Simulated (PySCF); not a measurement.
Al(Cl)2(tBu), C₄H₉AlCl₂, SMILES C[C](C)(C)[Al]([Cl])[Cl], GFN2-xTB optimised geometry.

```
16

Al     0.48     1.02     0.00
Cl    -0.50     2.80     0.00
Cl     2.52     1.02     0.00
C     -0.56    -0.74    -0.07
C     -0.78    -1.18    -1.53
C      0.23    -1.84     0.65
C     -1.93    -0.56     0.60
H     -1.33    -2.12    -1.56
H      0.18    -1.32    -2.03
H     -1.35    -0.43    -2.07
H      1.23    -1.94     0.22
H      0.35    -1.60     1.71
H     -0.28    -2.80     0.57
H     -1.81    -0.32     1.65
H     -2.48     0.24     0.12
H     -2.52    -1.48     0.52
```

Density from PBE0/def2-TZVP (PySCF) at that geometry.

Minimum of the electron density along straight lines between bonded atoms, close to the bond critical point (lines longer than 1.1 times the sum of covalent radii, or with two minima, are not listed):

```tsv
bond	length / Å	ρ at the minimum / e bohr⁻³	∇²ρ there / e bohr⁻⁵	position (fraction from the first atom)
Al1–Cl2	2.036	0.084	0.37	0.38
Al1–Cl3	2.036	0.084	0.37	0.38
Al1–C4	2.045	0.081	0.16	0.40
C4–C5	1.537	0.239	-0.57	0.50
C4–C6	1.533	0.242	-0.58	0.50
C4–C7	1.533	0.242	-0.58	0.50
C5–H8	1.091	0.276	-0.94	0.64
C5–H9	1.090	0.278	-0.95	0.64
C5–H10	1.090	0.278	-0.95	0.64
C6–H11	1.090	0.279	-0.95	0.64
C6–H12	1.090	0.278	-0.95	0.64
C6–H13	1.091	0.276	-0.94	0.64
C7–H14	1.090	0.278	-0.95	0.64
C7–H15	1.090	0.279	-0.95	0.64
C7–H16	1.091	0.276	-0.94	0.64
```
